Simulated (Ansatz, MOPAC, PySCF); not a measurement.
Ligands exchanged one at a time, In F-CH3. Isolated molecules, 0 K electronic values unless said otherwise. Strings in code marks are SMILES.

Quantity: redistribution energy (mixed species minus the weighted end members), in kcal/mol. Semi-empirical values (MOPAC) are differences of heats of formation.

Level 1: frozen-core MP2/def2-TZVPP // B3LYP-D3(BJ)/def2-TZVP (Ansatz, an electronic-structure program)
Level 2: BP86/6-31G* (LANL2DZ on In) // B3LYP-D3(BJ)/def2-TZVP (PySCF)
Level 3: PBE/6-31G* (LANL2DZ on In) // B3LYP-D3(BJ)/def2-TZVP (PySCF)
Level 4: PM7 // B3LYP-D3(BJ)/def2-TZVP (MOPAC)

| species | level 2 | level 3 | level 4 |
|---|---|---|---|
| 1 of 3 F replaced by CH3: `[CH3][In]([F])[F]` | -9.76 | -9.90 | -5.66 |
| 2 of 3 F replaced by CH3: `[CH3][In]([CH3])[F]` | -7.43 | -7.65 | -1.36 |

**Question.** What does level 1 give for each?

**Answer.** 
- 1 of 3 F replaced by CH3: `[CH3][In]([F])[F]`: -10.6
- 2 of 3 F replaced by CH3: `[CH3][In]([CH3])[F]`: -9.91
